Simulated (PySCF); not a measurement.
Electron correlation in Ga (gallium, neutral)

[Ar] 3d10 4s2 4p1, 2P determinant. Calculation: PySCF 2.14, in def2-SVP (5s4p3d, 32 functions); the non-relativistic Hamiltonian (point nucleus). Frozen: [Ar] 3d10; 3 electrons correlated.

MP2 pair energies summed by pair of shells (mhartree):

```tsv
pair	energy	share (%)
4s-4s	-18.07	61.5
4s-4p	-11.31	38.5
```

Total MP2 correlation energy: -29.38 mhartree.

Same-spin part -2.00 and opposite-spin part -27.38 mhartree; SCS-MP2 scales them by 1/3 and 6/5 to -33.52 mhartree.

```json
{"level": "CCSD", "correlation energy (mhartree)": "-43.40"}
{"level": "(T)", "correlation energy (mhartree)": "-0.54"}
{"level": "CCSD(T)", "correlation energy (mhartree)": "-43.94"}
```

Diagnostics: T1 = 0.011, D1 = 0.0259, largest double amplitude 0.100.

Problem. Is a single reference adequate?

Solution. Mostly. T1 lies below 0.03, but a double amplitude of this size points to a near-degeneracy that CCSD handles and MP2 describes poorly.
